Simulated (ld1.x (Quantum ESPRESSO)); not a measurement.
**Ta: one change to a PAW potential, before and after**

ld1.x (Quantum ESPRESSO) 7.5 input, shortened:

```
&input
   title='Ta', zed=73., rel=1, dft='PBE', iswitch=3,
   config='[Xe] 4f14 5d3 6s1 6p0'
 /
 &inputp
   pseudotype=3, lpaw=.true., tm=.true., lloc=-1, rcloc=2.50,
   nlcc=.true., new_core_ps=.true.,
   which_augfun='PSQ', rmatch_augfun_nc=.true.
 /
6
6S  1  0   1.00   0.00  2.35  2.80  0.0
6S  1  0   0.00   2.70  2.35  2.80  0.0
6P  2  1   0.00   0.00  2.60  2.95  0.0
6P  2  1   0.00   3.25  2.60  2.95  0.0
5D  3  2   3.00   0.00  2.05  2.45  0.0
5D  3  2   0.00   1.40  2.05  2.45  0.0
 &test
   configts(1)='5d3 6s1 6p0'
 /
```

Change: wave 6s channel at 2.7 Ry: rcut 2.35, rcutus 2.80 bohr becomes 6s channel at 2.35 Ry: rcut 2.35, rcutus 2.80 bohr.

Cutoffs: the cutoffs (Ry, on a coarse ladder) from which the occupation-weighted sum of valence levels, in a spherical-Bessel basis at the reference potential, stays within 10 and 1 mRy of its value at 400 Ry; they do not see the model core or the augmentation charge, which bear on the density cutoff. Errors are all-electron minus pseudo energies relative to the spin-unpolarised reference configuration.

Q: What does the change do?

A: The potential gets neither clearly harder nor softer (15 Ry and 21 Ry → 15 Ry and 21 Ry); of the 7 tests that both files solve, the error grows in 3 and shrinks in 0 by more than 15 % and 0.3 meV (median size 11.5 → 11.5 meV); the range in which the s phases agree widens (upper end 1.3 → at the end of the scan); neither file shows a bound ghost.

| quantity | base | changed |
| --- | --- | --- |
| cutoff, loose | 15 Ry | 15 Ry |
| cutoff, tight | 21 Ry | 21 Ry |
| bound ghosts | none | none |
| error for 5d3 6s2 6p0, meV [ΔE -8.47 eV] | +2.0 | +2.8 |
| error for 5d3 6s0 6p0, meV [ΔE 14.97 eV] | -12 | -12 |
| error for 5d2 6s0 6p0, meV [ΔE 38.58 eV] | -219 | -219 |
| error for 5d2 6s2 6p0, meV [ΔE -0.79 eV] | +18 | -28 |
| error for 5d3 6s1.5 6p0, meV [ΔE -5.01 eV] | +1.5 | +1.6 |
| error for 5d4 6s1 6p0, meV [ΔE -6.37 eV] | -18 | -22 |
| error for 5d3 6s0 6p2, meV [ΔE 0.13 eV] | -2.0 | -2.0 |
| s: phases at 3.21 bohr within 0.05 rad from the reference energy up to (Ry; the scan ends near 5) | 1.3 | to the end of the scan |
| p: phases at 3.21 bohr within 0.05 rad from the reference energy up to (Ry; the scan ends near 5) | 3.8 | 3.8 |
| d: phases at 3.21 bohr within 0.05 rad from the reference energy up to (Ry; the scan ends near 5) | to the end of the scan | to the end of the scan |
| lowest overlap eigenvalue by channel | s 0.69, p 0.93, d 0.25 | s 0.70, p 0.93, d 0.25 |
